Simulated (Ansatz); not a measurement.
Reaction (formal exchange of groups at the Al–Te bond): `[CH3][Al]([CH3])[TeH]` + `C#CCC#N` → `[CH3][Al]([CH3])[C]#N` + `C#CC[TeH]`

Program: Ansatz. Geometries: PBE0-D4/def2-TZVP. ΔE: electronic, gas phase. CCSD(T)/CBS is the MP2 limit (def2-TZVPP, def2-QZVPP) plus CCSD(T) − MP2 in def2-TZVPP, frozen cores. Functionals use def2-TZVPP. Elements past krypton have def2 core potentials. For Te outer-core shells are correlated without core-valence functions, which leaves a few kJ/mol of doubt a bond.

```json
{"level": "BHLYP-D4", "ΔE (kJ/mol)": "59.0"}
{"level": "BHLYP", "ΔE (kJ/mol)": "58.4"}
```

**Question.** What does CCSD(T)/CBS give? (Estimate.)

**Answer.** Ansatz gave: +55.7 kJ/mol. The listed levels differ from it by 3.3, 2.7 kJ/mol.

Largest T1 diagnostic among the species: 0.013.

In def2-TZVPP, CCSD(T) changes the Hartree–Fock value by −7.3 kJ/mol (the triples alone add −1.4 kJ/mol) and MP2 by −5.5 kJ/mol. From BLYP to BHLYP (50 % exact exchange), in def2-TZVPP and without D4, ΔE moves by +10.8 kJ/mol.
